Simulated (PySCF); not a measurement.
Assigning NMR signals

Geometry (Å), atoms numbered from 1 in this order:
```xyz
17

C    -1.7972    1.0633    0.1961
C    -0.9965   -0.2032    0.5177
C    -1.5012   -1.4129   -0.2540
C     0.4607    0.0637    0.3177
F     0.8947    1.0384    1.1089
P     1.4539   -0.7341   -0.7964
C     3.0544    0.2296   -0.4586
F     3.5052    0.0853    0.7883
F     2.9368    1.5366   -0.6972
F     3.9973   -0.2432   -1.2827
H    -2.8588    0.9124    0.4404
H    -1.7201    1.3020   -0.8762
H    -1.4298    1.9256    0.7690
H    -1.1006   -0.4010    1.6026
H    -1.3944   -1.2650   -1.3405
H    -2.5686   -1.5734   -0.0430
H    -0.9577   -2.3291    0.0203
```

Gas phase, no relativistic terms, one conformer, equivalent nuclei averaged. PBE0-D3(BJ)/def2-SVP structure; GIAO HF/pcSseg-1 shieldings; PySCF.

Shifts are taken against calculated references (same method and geometry level): TMS for ¹³C (σ = 190.85 ppm) and ¹H (σ = 31.69 ppm).

**Question.** Assign these signals to the numbered atoms. ¹³C{¹H} NMR (computed): δ 259.3 (C), 117.5 (C), 35.0 (CH), 18.8 (CH3).

**Answer.** 
```tsv
δ (ppm)	atoms	environment	reason
259.3	C4	carbon double-bonded to a heavier main-group atom	–
117.5	C7	CF3 carbon	3 electronegative neighbours deshield it
35.0	C2	sp3 CH	aliphatic region, no heteroatom directly attached
18.8	C1/C3	methyl carbon	saturated and bonded to C and H only
```

**Question.** Assign these signals to the numbered atoms. ¹H NMR (400 MHz, computed): δ 2.16 (m, 1H), 1.28 (d, 6H).

**Answer.** 
2.16 → H14, hydrogen on an sp3 CH
1.28 → H11/H12/H13/H15/H16/H17, hydrogen on a methyl carbon

Splittings by ¹⁹F and ³¹P in the carbon and heteronuclear signals aren't shown, as no couplings were computed. Shifts are as computed. Against solution values, carbons near 30 ppm lie about -0 ppm off and those near 130 ppm about +7 ppm. Of 1211 compounds with measured shifts, 218 miss one by over three times the rms of a fit or turn the order of signals round; such compounds aren't used in these exercises. Multiplicities follow the n + 1 count of equivalent neighbours, as no J values were calculated; m marks all less simple cases, F and P coupling included.
